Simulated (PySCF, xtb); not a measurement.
C3H8O2Si, SMILES OC[SiH]1COC1. Other conformers were not sampled.

Harmonic wavenumbers (cm⁻¹) from GFN2-xTB (xtb 6.7.1) at its own minimum, in rising order: 47, 69, 121, 175, 262, 325, 500, 529, 641, 688, 703, 709, 762, 783, 841, 969, 1028, 1052, 1110, 1130, 1140, 1213, 1219, 1272, 1320, 1456, 1465, 1472, 2190, 2883, 2901, 2902, 2941, 2947, 2979, 3570.

### Question
What does r2SCAN-D4/def2-SVP (PySCF) give at its own minimum? (Estimate from the structure and the level; the computed values follow.)

### Answer
47, 71, 131, 205, 278, 345, 450, 575, 632, 681, 711, 770, 822, 832, 879, 928, 1028, 1040, 1145, 1167, 1178, 1216, 1250, 1274, 1373, 1441, 1445, 1467, 2185, 2973, 2981, 2991, 3082, 3087, 3090, 3812. Paired by order, the mean absolute difference is 44 cm⁻¹ and the zero-point energies are 66.2 and 68.0 kcal/mol.
